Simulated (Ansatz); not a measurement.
Species: MgO, charge 0, singlet. MgO (SMILES [O]=[Mg]).
B3LYP-D3(BJ)/def2-TZVP minimum from Ansatz (a quantum-chemistry and plane-wave program):
```
Mg
O 1 1.7394
```
Charge 0, spin multiplicity 1.

Total energies in def2-QZVPP, 8 correlated electrons, 6 frozen orbitals. Radicals and triplets start from unrestricted determinants; spin-orbit coupling is neglected. Cores are frozen in correlated methods. No relativity. The T1 diagnostic of MgO ([O]=[Mg], singlet) reaches 0.062 in the sets run. The restricted determinant of MgO ([O]=[Mg], singlet) is unstable towards broken spin symmetry in at least one set run.

| method | program | energy (Eh) | minus CCSDT(Q) (mEh) |
|---|---|---|---|
| HF | Ansatz | -274.38906 | 349.55 |
| MP2 | Ansatz | -274.73576 | 2.85 |
| CCSD | Ansatz | -274.71070 | 27.91 |
| CCSD(T) | Ansatz | -274.73546 | 3.15 |
| CCSDT(Q) | Ansatz | -274.73861 | 0.00 |

Rough core times of Ansatz's runs on a shared machine: CCSD(T) 40 s, CCSDT(Q) 6 min.
